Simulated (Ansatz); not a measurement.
AlICl2 (SMILES [Cl][Al]([Cl])[I]): methods side by side

The species is AlICl2 (4 atoms), meant as a singlet with charge 0. SMILES: `[Cl][Al]([Cl])[I]`. The shape is that of a PBE0-D4/def2-TZVP optimisation.

Quantity: the electronic atomisation energy, in eV. The values are calculated. Electronic energies at fixed atoms, without zero-point motion or spin-orbit coupling.

```json
{"level": "PBE/def2-SVP (core potential)", "kind": "GGA", "program": "Ansatz", "value (eV)": "12.09"}
{"level": "revPBE/def2-SVP (core potential)", "kind": "GGA", "program": "Ansatz", "value (eV)": "11.56"}
{"level": "B3LYP/def2-SVP (core potential)", "kind": "global hybrid", "program": "Ansatz", "value (eV)": "11.50"}
{"level": "PBE0/def2-SVP (core potential)", "kind": "global hybrid", "program": "Ansatz", "value (eV)": "11.97"}
{"level": "HSE06/def2-SVP (core potential)", "kind": "range-separated hybrid", "program": "Ansatz", "value (eV)": "11.99"}
{"level": "RPA@PBE0/def2-SVP (core potential)", "kind": "RPA", "program": "Ansatz", "value (eV)": "10.68"}
{"level": "BCCD(T)/def2-SVP (core potential)", "kind": "coupled cluster or CI", "program": "Ansatz", "value (eV)": "11.19"}
{"level": "CCSD/def2-SVP (core potential)", "kind": "coupled cluster or CI", "program": "Ansatz", "value (eV)": "11.02"}
```

Correlated wave functions underbind in double-zeta sets. The values span 10.68 to 12.09 eV. In the correlated wave-function rows the outer d shell of I is correlated, in sets not made for it.
